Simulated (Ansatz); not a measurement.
Ansatz (a quantum-chemistry and plane-wave program) input (B3LYP-D3(BJ)/def2-TZVP):

Ansatz 0.2 input:
```yaml
crystal:
  periodic: [false, false, false]
  atoms:
    - {symbol: C, position_ang: [-1.25377532, -0.54779303, 0.86879879]}
    - {symbol: C, position_ang: [-0.30470165, 0.30344922, 0.08992152]}
    - {symbol: C, position_ang: [0.64880199, 1.04288677, 1.03991753]}
    - {symbol: C, position_ang: [-1.11607515, 1.35292572, -0.70725218]}
    - {symbol: C, position_ang: [0.48165564, -0.55710391, -0.92657096]}
    - {symbol: C, position_ang: [1.37265678, -1.63736082, -0.32037582]}
    - {symbol: H, position_ang: [-1.80714966, -1.33918602, 0.37903918]}
    - {symbol: H, position_ang: [-1.53270288, -0.28900820, 1.88163529]}
    - {symbol: H, position_ang: [0.08897221, 1.70599793, 1.70270468]}
    - {symbol: H, position_ang: [1.36001053, 1.65240310, 0.47772700]}
    - {symbol: H, position_ang: [1.21264527, 0.34906462, 1.66348303]}
    - {symbol: H, position_ang: [-0.44392266, 1.99538434, -1.28298361]}
    - {symbol: H, position_ang: [-1.80311032, 0.86803953, -1.40292561]}
    - {symbol: H, position_ang: [-1.70123965, 1.98433435, -0.03688365]}
    - {symbol: H, position_ang: [-0.24251932, -1.02473657, -1.60116672]}
    - {symbol: H, position_ang: [1.08758276, 0.11184261, -1.54572936]}
    - {symbol: H, position_ang: [2.18166675, -1.20900434, 0.27311100]}
    - {symbol: H, position_ang: [0.80005253, -2.30200740, 0.32951173]}
    - {symbol: H, position_ang: [1.82834056, -2.24514775, -1.10415636]}
basis:
  gaussian:
    orbitals: def2-TZVP
hamiltonian:
  xc: b3lyp
  dispersion: d3bj
magnetization: {spin_polarized: true, initial_magnetization: 1}
phonons: {temperatures: {t_min: 298.15, t_max: 298.15, t_step: 100}}
```

Output:

```
Functional definition: B3LYP
integrals: 0.22 GiB planned
1652 factors; their error is unknown
0.38 GiB of the device are held for the grids
1.63 GiB of device memory are held for the factors and their scratch space
mean field: 2.05 GiB planned
mean field evaluation 1: about -6418.1936 eV, gradient 6.0e1 eV
mean field evaluation 2: about -6402.5261 eV, gradient 8.0e1 eV
mean field evaluation 4: about -6435.5106 eV, gradient 4.8e0 eV
mean field evaluation 8: about -6435.6082 eV, gradient 7.1e-2 eV
mean field evaluation 16: about -6435.5594 eV, gradient 4.3e-4 eV
mean field -6435.55940960 eV, -236.5024461238 hartree, gradient 1.2e-5 eV, S^2 0.753913; 0 other end points of the search recorded, 0 dependent functions left out
the calculation of the forces begins
reference -6435.55973183 eV, -236.5024579656 hartree; 25, 24 occupied and 239, 240 virtual orbitals, 1652 factors
these checks for a lower state are left out or cut short: stability, starts, cluster_reference, orbital_swaps, neighbouring_geometries, increment
integrals: 0.22 GiB planned
1652 factors; their error is unknown
0.38 GiB of the device are held for the grids
1.63 GiB of device memory are held for the factors and their scratch space
mean field: 2.05 GiB planned
mean field -6435.55924640 eV, -236.5024401263 hartree, gradient 3.8e-6 eV, S^2 0.753912; 0 other end points of the search recorded, 0 dependent functions left out
the calculation of the forces begins
reference -6435.55956866 eV, -236.5024519692 hartree; 25, 24 occupied and 239, 240 virtual orbitals, 1652 factors
these checks for a lower state are left out or cut short: stability, starts, cluster_reference, orbital_swaps, neighbouring_geometries, increment
integrals: 0.22 GiB planned
1652 factors; their error is unknown
0.38 GiB of the device are held for the grids
1.63 GiB of device memory are held for the factors and their scratch space
mean field: 2.05 GiB planned
mean field evaluation 32: about -6435.5594 eV, gradient 7.7e-3 eV
mean field -6435.55939519 eV, -236.5024455944 hartree, gradient 3.8e-6 eV, S^2 0.753913; 0 other end points of the search recorded, 0 dependent functions left out
the calculation of the forces begins
reference -6435.55971739 eV, -236.5024574351 hartree; 25, 24 occupied and 239, 240 virtual orbitals, 1652 factors
these checks for a lower state are left out or cut short: stability, starts, cluster_reference, orbital_swaps, neighbouring_geometries, increment
integrals: 0.22 GiB planned
1652 factors; their error is unknown
0.38 GiB of the device are held for the grids
1.63 GiB of device memory are held for the factors and their scratch space
mean field: 2.05 GiB planned
mean field -6435.55926591 eV, -236.5024408434 hartree, gradient 3.8e-6 eV, S^2 0.753917; 0 other end points of the search recorded, 0 dependent functions left out
the calculation of the forces begins
reference -6435.55958814 eV, -236.5024526852 hartree; 25, 24 occupied and 239, 240 virtual orbitals, 1652 factors
these checks for a lower state are left out or cut short: stability, starts, cluster_reference, orbital_swaps, neighbouring_geometries, increment
integrals: 0.22 GiB planned
1652 factors; their error is unknown
0.38 GiB of the device are held for the grids
1.63 GiB of device memory are held for the factors and their scratch space
mean field: 2.05 GiB planned
mean field -6435.55932168 eV, -236.5024428931 hartree, gradient 3.8e-6 eV, S^2 0.753909; 0 other end points of the search recorded, 0 dependent functions left out
[...]
integrals: 0.22 GiB planned
1652 factors; their error is unknown
0.38 GiB of the device are held for the grids
1.63 GiB of device memory are held for the factors and their scratch space
mean field: 2.05 GiB planned
mean field -6435.55931489 eV, -236.5024426433 hartree, gradient 3.8e-6 eV, S^2 0.753913; 0 other end points of the search recorded, 0 dependent functions left out
the calculation of the forces begins
reference -6435.55963709 eV, -236.5024544840 hartree; 25, 24 occupied and 239, 240 virtual orbitals, 1652 factors
these checks for a lower state are left out or cut short: stability, starts, cluster_reference, orbital_swaps, neighbouring_geometries, increment
integrals: 0.22 GiB planned
1652 factors; their error is unknown
0.38 GiB of the device are held for the grids
1.63 GiB of device memory are held for the factors and their scratch space
mean field: 2.05 GiB planned
mean field -6435.55941106 eV, -236.5024461776 hartree, gradient 3.8e-6 eV, S^2 0.753913; 0 other end points of the search recorded, 0 dependent functions left out
the calculation of the forces begins
reference -6435.55973332 eV, -236.5024580205 hartree; 25, 24 occupied and 239, 240 virtual orbitals, 1652 factors
these checks for a lower state are left out or cut short: stability, starts, cluster_reference, orbital_swaps, neighbouring_geometries, increment
integrals: 0.22 GiB planned
1652 factors; their error is unknown
0.38 GiB of the device are held for the grids
1.63 GiB of device memory are held for the factors and their scratch space
mean field: 2.04 GiB planned
mean field evaluation 768: about -6435.5594 eV, gradient 2.2e-6 eV
mean field -6435.55936566 eV, -236.5024445090 hartree, gradient 3.8e-6 eV, S^2 0.753913; 0 other end points of the search recorded, 0 dependent functions left out
the calculation of the forces begins
reference -6435.55968789 eV, -236.5024563510 hartree; 25, 24 occupied and 239, 240 virtual orbitals, 1652 factors
these checks for a lower state are left out or cut short: stability, starts, cluster_reference, orbital_swaps, neighbouring_geometries, increment
integrals: 0.22 GiB planned
1652 factors; their error is unknown
0.38 GiB of the device are held for the grids
1.63 GiB of device memory are held for the factors and their scratch space
mean field: 2.04 GiB planned
mean field -6435.55936378 eV, -236.5024444401 hartree, gradient 3.8e-6 eV, S^2 0.753913; 0 other end points of the search recorded, 0 dependent functions left out
the calculation of the forces begins
reference -6435.55968601 eV, -236.5024562817 hartree; 25, 24 occupied and 239, 240 virtual orbitals, 1652 factors
these checks for a lower state are left out or cut short: stability, starts, cluster_reference, orbital_swaps, neighbouring_geometries, increment
integrals: 0.22 GiB planned
1652 factors; their error is unknown
0.38 GiB of the device are held for the grids
1.63 GiB of device memory are held for the factors and their scratch space
mean field: 2.04 GiB planned
mean field -6435.55940176 eV, -236.5024458357 hartree, gradient 3.8e-6 eV, S^2 0.753913; 0 other end points of the search recorded, 0 dependent functions left out
the calculation of the forces begins
reference -6435.55972401 eV, -236.5024576783 hartree; 25, 24 occupied and 239, 240 virtual orbitals, 1652 factors
these checks for a lower state are left out or cut short: stability, starts, cluster_reference, orbital_swaps, neighbouring_geometries, increment
integrals: 0.22 GiB planned
1652 factors; their error is unknown
0.38 GiB of the device are held for the grids
1.63 GiB of device memory are held for the factors and their scratch space
mean field: 2.05 GiB planned
mean field -6435.55935872 eV, -236.5024442543 hartree, gradient 3.8e-6 eV, S^2 0.753913; 0 other end points of the search recorded, 0 dependent functions left out
the calculation of the forces begins
reference -6435.55968093 eV, -236.5024560952 hartree; 25, 24 occupied and 239, 240 virtual orbitals, 1652 factors
these checks for a lower state are left out or cut short: stability, starts, cluster_reference, orbital_swaps, neighbouring_geometries, increment
integrals: 0.22 GiB planned
1652 factors; their error is unknown
0.38 GiB of the device are held for the grids
1.63 GiB of device memory are held for the factors and their scratch space
mean field: 2.05 GiB planned
mean field -6435.55934238 eV, -236.5024436536 hartree, gradient 3.8e-6 eV, S^2 0.753913; 0 other end points of the search recorded, 0 dependent functions left out
the calculation of the forces begins
reference -6435.55966456 eV, -236.5024554937 hartree; 25, 24 occupied and 239, 240 virtual orbitals, 1652 factors
these checks for a lower state are left out or cut short: stability, starts, cluster_reference, orbital_swaps, neighbouring_geometries, increment
integrals: 0.22 GiB planned
1652 factors; their error is unknown
0.38 GiB of the device are held for the grids
1.63 GiB of device memory are held for the factors and their scratch space
mean field: 2.05 GiB planned
mean field evaluation 800: about -6435.5585 eV, gradient 5.2e-1 eV
mean field -6435.55939453 eV, -236.5024455702 hartree, gradient 3.8e-6 eV, S^2 0.753913; 0 other end points of the search recorded, 0 dependent functions left out
the calculation of the forces begins
reference -6435.55971681 eV, -236.5024574138 hartree; 25, 24 occupied and 239, 240 virtual orbitals, 1652 factors
these checks for a lower state are left out or cut short: stability, starts, cluster_reference, orbital_swaps, neighbouring_geometries, increment
integrals: 0.22 GiB planned
1652 factors; their error is unknown
0.38 GiB of the device are held for the grids
1.63 GiB of device memory are held for the factors and their scratch space
mean field: 2.05 GiB planned
mean field -6435.55933876 eV, -236.5024435206 hartree, gradient 3.8e-6 eV, S^2 0.753913; 0 other end points of the search recorded, 0 dependent functions left out
the calculation of the forces begins
reference -6435.55966094 eV, -236.5024553607 hartree; 25, 24 occupied and 239, 240 virtual orbitals, 1652 factors
these checks for a lower state are left out or cut short: stability, starts, cluster_reference, orbital_swaps, neighbouring_geometries, increment
integrals: 0.22 GiB planned
1652 factors; their error is unknown
0.38 GiB of the device are held for the grids
1.63 GiB of device memory are held for the factors and their scratch space
mean field: 2.05 GiB planned
mean field -6435.55935911 eV, -236.5024442685 hartree, gradient 3.8e-6 eV, S^2 0.753913; 0 other end points of the search recorded, 0 dependent functions left out
the calculation of the forces begins
reference -6435.55968139 eV, -236.5024561120 hartree; 25, 24 occupied and 239, 240 virtual orbitals, 1652 factors
Total energy: -6436.29655360 eV, -236.5295356662 hartree
Atom 0 at    -1.253775    -0.547793     0.868799 Å, force     0.001662     0.000371    -0.001042 eV/Å
Atom 1 at    -0.304702     0.303449     0.089922 Å, force     0.000587    -0.000165    -0.000355 eV/Å
Atom 2 at     0.648802     1.042887     1.039918 Å, force    -0.000466     0.000243     0.000528 eV/Å
Atom 3 at    -1.116075     1.352926    -0.707252 Å, force    -0.000269     0.000557     0.000494 eV/Å
Atom 4 at     0.481656    -0.557104    -0.926571 Å, force    -0.000512    -0.000744     0.000863 eV/Å
Atom 5 at     1.372657    -1.637361    -0.320376 Å, force     0.000354    -0.000020    -0.000542 eV/Å
Atom 6 at    -1.807150    -1.339186     0.379039 Å, force    -0.000938    -0.000781    -0.000500 eV/Å
Atom 7 at    -1.532703    -0.289008     1.881635 Å, force    -0.000294     0.000624     0.000896 eV/Å
Atom 8 at     0.088972     1.705998     1.702705 Å, force     0.000282     0.000310     0.000288 eV/Å
Atom 9 at     1.360011     1.652403     0.477727 Å, force    -0.000382    -0.000106    -0.000234 eV/Å
Atom 10 at     1.212645     0.349065     1.663483 Å, force    -0.000217     0.000059    -0.000160 eV/Å
Atom 11 at    -0.443923     1.995384    -1.282984 Å, force     0.000020     0.000022     0.000158 eV/Å
Atom 12 at    -1.803110     0.868040    -1.402926 Å, force     0.000060    -0.000009     0.000003 eV/Å
Atom 13 at    -1.701240     1.984334    -0.036884 Å, force    -0.000182     0.000180    -0.000104 eV/Å
Atom 14 at    -0.242519    -1.024737    -1.601167 Å, force     0.000301    -0.000310    -0.000217 eV/Å
Atom 15 at     1.087583     0.111843    -1.545729 Å, force    -0.000074    -0.000106     0.000086 eV/Å
Atom 16 at     2.181667    -1.209004     0.273111 Å, force    -0.000035    -0.000065    -0.000133 eV/Å
Atom 17 at     0.800053    -2.302007     0.329512 Å, force    -0.000041     0.000083    -0.000109 eV/Å
Atom 18 at     1.828341    -2.245148    -1.104156 Å, force     0.000145    -0.000143     0.000082 eV/Å
Dipole moment:     0.008408     0.035576    -0.038167 e Å
Vibrations: 111.63 116.96 213.28 239.13 258.39 283.16 314.76 350.78 407.47 412.25 465.02 568.01 725.09 793.50 873.07 932.47 945.91 974.84 1009.66 1021.61 1061.95 1095.39 1171.10 1250.79 1266.88 1336.28 1363.32 1392.68 1412.48 1414.18 1463.00 1480.79 1486.45 1493.88 1498.06 1501.71 1509.15 1516.97 3011.99 3019.63 3030.60 3034.93 3041.59 3082.26 3088.16 3092.11 3096.47 3098.82 3106.86 3133.87 3233.99 cm⁻¹, zero-point energy 4.699205 eV
```

It need not be the lowest isomer of its formula.
